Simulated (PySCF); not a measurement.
Dipole response of Hf²⁺ (hafnium, charge +2)

[Xe] 4f14 5d2, high-spin 3F determinant. Calculation: PySCF 2.14, in aug-cc-pVTZ-PP with ECP60MDF (6s6p5d3f2g, 88 functions); a scalar-relativistic core potential. Coupled (time-dependent) response in atomic units; α is the mean over directions.

```
   method  mean α (bohr³)         α xx, yy, zz  C₆ (like pair)  S(−4)
BHandHLYP           14.20  14.20, 14.20, 14.20           70.16  164.5
     TPSS           15.49  15.50, 15.50, 15.47           77.12  206.8
```

S(−4) is the Cauchy moment in α(ω) = α(0) + S(−4) ω² + …

Spin-orbit coupling is absent.

α(iu) at BHandHLYP:

```
u (hartree)  α(iu) (bohr³)
          0          14.20
     0.0500          13.81
      0.100          12.83
      0.200          10.51
      0.300          8.679
      0.500          6.367
      0.750          4.699
       1.00          3.646
       1.50          2.379
       2.00          1.657
       3.00         0.9125
       5.00         0.3820
```

For an ion, C₆ is the dispersion term alone; charge-induced terms of lower order in 1/R come first.

The components differ because the open shell of this determinant is not spherical; for a pure term their mean is the scalar polarisability.

Energies and moments cover only the electrons outside the core potential. Spin-orbit coupling, absent here, splits the open shell strongly.
